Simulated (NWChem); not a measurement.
System meant: PbS, singlet; SMILES [S]=[Pb]

NWChem input:

```
start job
memory heap 200 mb stack 900 mb global 1100 mb
geometry units angstroms noautoz
  Pb     0.000000     0.000000    -0.364301
  S      0.000000     0.000000     1.917423
end
basis spherical
  * library def2-svp
end
ecp
  Pb library def2-ecp
end
dft
  odft
  mult 2
  xc pbe0
  iterations 150
  mulliken
end
task dft energy
```

End of the output:

```
 Summary of "ao basis" -> "" (spherical)
 ------------------------------------------------------------------------------
       Tag                 Description            Shells   Functions and Types
 ---------------- ------------------------------  ------  ---------------------
 *                          def2-svp                  on all atoms

                                 NWChem DFT Module
                                 -----------------

 Summary of "ao basis" -> "ao basis" (spherical)
 ------------------------------------------------------------------------------
       Tag                 Description            Shells   Functions and Types
 ---------------- ------------------------------  ------  ---------------------
 Pb                         def2-svp                10       26   4s4p2d
 S                          def2-svp                 8       18   4s3p1d

 Summary of "ao basis" -> "ao basis" (spherical)
 ------------------------------------------------------------------------------
       Tag                 Description            Shells   Functions and Types
 ---------------- ------------------------------  ------  ---------------------
 Pb                         def2-svp                10       26   4s4p2d
 S                          def2-svp                 8       18   4s3p1d

      Symmetry analysis of basis
      --------------------------

        a1         18
        a2          0
        b1          3
        b2          3
        e          20

  number of electrons :                   38
  multiplicity        :                    2
 ------------------------------------------------------------------------
  no. of electrons and multiplicity not compatible                  38
 ------------------------------------------------------------------------
 ------------------------------------------------------------------------
  current input line :
    20: task dft energy
 ------------------------------------------------------------------------
 ------------------------------------------------------------------------
 There is an error in the input file
 ------------------------------------------------------------------------
 For more information see the NWChem manual at https://nwchemgit.github.io

0: no. of electrons and multiplicity not compatible:Received an Error in Communication
```

Can this run be used? If not, why, and what is the fix?

The program refused the input. Cause: the multiplicity doesn't fit the number of electrons (an even count wants an odd multiplicity, and the reverse). This input runs:
```
start job
memory heap 200 mb stack 900 mb global 1100 mb
geometry units angstroms noautoz
  Pb     0.000000     0.000000    -0.364301
  S      0.000000     0.000000     1.917423
end
basis spherical
  Pb library def2-svp
  S library def2-svp
end
ecp
  Pb library def2-ecp
end
dft
  xc pbe0
  iterations 150
  mulliken
end
task dft energy
```
It converges to -590.83479 Ha (PBE0/def2-SVP with def2 effective core potentials on Pb).
